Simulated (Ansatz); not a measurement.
B(NH3)F3 (BNF₃H₃). Total charge 0; singlet. Geometry r2SCAN-D4/def2-SVP.

```xyz
8

B    -0.717    0.457    0.099
N     0.696   -0.444   -0.096
H     0.951   -0.902    0.781
H     1.468    0.162   -0.382
H     0.565   -1.162   -0.812
F    -0.915    1.020   -1.133
F    -0.398    1.348    1.088
F    -1.650   -0.479    0.455
```

Q: Estimate the orbital energies around the gap (eV) in Ansatz with HF/6-31G, HF/def2-TZVP, LDA (SPW92)/def2-TZVP, r2SCAN-D4/def2-TZVP, PBE0-D4/def2-TZVP.

A: 
| orbital | HF/6-31G | HF/def2-TZVP | LDA (SPW92)/def2-TZVP | r2SCAN-D4/def2-TZVP | PBE0-D4/def2-TZVP |
| --- | --- | --- | --- | --- | --- |
| HOMO−13 | -42.44 | -42.26 | -28.43 | -30.23 | -32.20 |
| HOMO−12 | -34.92 | -34.45 | -24.02 | -25.33 | -26.97 |
| HOMO−11 | -21.72 | -21.67 | -14.22 | -14.62 | -15.97 |
| HOMO−10 | -20.85 | -20.60 | -14.22 | -14.62 | -15.97 |
| HOMO−9 | -20.85 | -20.60 | -13.77 | -14.17 | -15.84 |
| HOMO−8 | -19.76 | -19.56 | -12.32 | -12.53 | -14.15 |
| HOMO−7 | -19.24 | -19.28 | -11.91 | -12.15 | -13.80 |
| HOMO−6 | -19.24 | -19.28 | -11.91 | -12.15 | -13.80 |
| HOMO−5 | -16.90 | -17.10 | -9.55 | -9.79 | -11.43 |
| HOMO−4 | -16.90 | -17.10 | -9.55 | -9.79 | -11.43 |
| HOMO−3 | -16.28 | -16.43 | -8.98 | -9.23 | -10.84 |
| HOMO−2 | -16.28 | -16.43 | -8.98 | -9.23 | -10.84 |
| HOMO−1 | -15.87 | -15.92 | -8.73 | -8.97 | -10.40 |
| HOMO | -15.16 | -15.11 | -8.34 | -8.61 | -10.24 |
| LUMO | 4.14 | 2.37 | -1.11 | -0.19 | -0.18 |
| LUMO+1 | 6.29 | 4.33 | 0.80 | 1.84 | 1.76 |
| LUMO+2 | 6.29 | 4.33 | 0.80 | 1.84 | 1.76 |
| LUMO+3 | 10.42 | 5.21 | 1.97 | 2.98 | 2.88 |
| LUMO+4 | 11.56 | 6.36 | 3.04 | 4.00 | 3.94 |
| LUMO+5 | 11.56 | 6.36 | 3.05 | 4.00 | 3.95 |
